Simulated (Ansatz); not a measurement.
Basis-set extrapolation for ClF₂H₃Si₂ (`F[Si](F)([SiH3])Cl`) (PBE0-D4/def2-TZVP geometry, frozen core, the Gaussian-basis code of Ansatz). Multiplicity 1, RHF reference.

|  | def2-TZVPP | def2-QZVPP |
| --- | --- | --- |
| HF | -1238.311208 | -1238.352191 |
| MP2 correlation | -0.923579 | -1.011607 |
| CCSD(T) correlation | -0.998905 | not run |

Energies in hartree. Use E(X) = E(∞) + A·exp(−7.88·√X) for Hartree–Fock and E(X) = E(∞) + B·X^(−2.97) for correlation, with X = 3 and 4, and add CCSD(T) minus MP2 of the smaller set to the MP2 limit.

What is the CCSD(T) energy at the basis-set limit?

HF limit: -1238.352191 + (-0.040983) × 0.13774 = -1238.35784. MP2 limit: -1.011607 + (-0.088028) × 0.74074 = -1.07681. Higher-order term: -0.998905 − (-0.923579) = -0.07533. Total: -1239.50998 hartree, 524.8 kJ/mol below CCSD(T)/def2-TZVPP.
